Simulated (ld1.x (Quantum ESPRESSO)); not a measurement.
**Building the RRKJ potential for molybdenum (LDA (PZ), non-relativistic).**

ld1.x (Quantum ESPRESSO) 7.5 input, shortened:

```
&input
   title='Mo', zed=42., rel=0, dft='PZ', iswitch=3,
   config='[Kr] 4d5 5s0 5p0'
 /
 &inputp
   pseudotype=2, tm=.false., lloc=0,
   nlcc=.true.
 /
3
4P  2  1   6.00   0.00  1.30  1.30  0.0
4D  3  2   5.00   0.00  1.35  1.35  0.0
5S  1  0   0.00   0.00  2.60  2.60  0.0
 &test
   configts(1)='4p6 4d5 5s0 5p0'
 /
```

All-electron outer shells of the reference configuration (LDA (PZ), non-relativistic, ld1.x):

```csv
shell,level (eV),outermost node (bohr),outermost maximum (bohr)
4s,-67.55,0.53,1.01
4p,-44.59,0.53,1.08
4d,-10.81,0.53,1.37
5s,-9.67,1.37,2.86
5p,-5.93,1.54,3.49
```

Problem. Estimate the cutoffs (Ry, on a coarse ladder) from which the occupation-weighted sum of valence levels, in a spherical-Bessel basis at the reference potential, stays within 10 and 1 mRy of its value at 400 Ry.

Solution. 80 Ry and 140 Ry.

Problem. Does the potential have ghost states?

Solution. No extra level below or beside the all-electron valence levels (p, d, s, f tested).

Problem. Which valence shell sets the plane-wave cutoff?

Solution. 4p: its level needs 90 Ry to come within 1 mRy, against 70 Ry for 4d.

Problem. Tests: 4p6 4d5 5s1 5p0; 4p6 4d4 5s0 5p0; 4p6 4d3 5s0 5p0; 4p6 4d4 5s1 5p1; 4p6 4d5 5s0 5p1; 4p6 4d5.5 5s0.5 5p0; 4p6 4d4 5s2 5p0. Which has the largest error in its energy relative to the reference configuration, and how large is it?

Solution. 4p6 4d4 5s1 5p1, with -717 meV (all-electron minus pseudo) on -2.72 eV.
